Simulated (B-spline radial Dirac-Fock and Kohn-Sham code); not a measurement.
Sr 2p1/2: cross section and angular parameters

System: the Sr atom in the configuration [Kr] 5s2; threshold 2007.0 eV (tabulated edge). Model: Dirac-Hartree-Slater photoionisation with a Latter tail; cross sections with all multipoles, angular parameters from the dipole term and its interference with E2. Program: a B-spline atomic structure program.

For linearly polarised light dσ/dΩ = σ/(4π) [1 + β P₂(cos θ) + (δ + γ cos²θ) sin θ cos φ], with θ from the polarisation vector and φ the angle between the beam and the projection of the electron momentum on the plane normal to the polarisation.

```csv
hν (eV),σ (kb),β,γ,δ
2090,131,0.926,-0.194,0.004
2650,?,?,?,?
3090,48.1,1.435,0.198,0.028
3850,26.3,1.435,0.479,0.039
3910,25.1,1.434,0.498,0.040
4000,23.6,1.431,0.526,0.041
5414.7,9.83,1.364,0.882,0.061
5680,8.53,1.350,0.936,0.065
6400,5.96,1.311,1.067,0.076
9251.7,1.92,1.167,1.436,0.120
12000,0.838,1.052,1.672,0.162
12900,0.663,1.019,1.732,0.176
15000,0.405,0.949,1.851,0.208
```

Question: Give the values at 2650 eV.

Answer: σ = 72.4 kb, β = 1.385, γ = -0.006, δ = 0.019.

Values without a named source are computed, but for edge energies of neutral atoms, which are taken from tables.
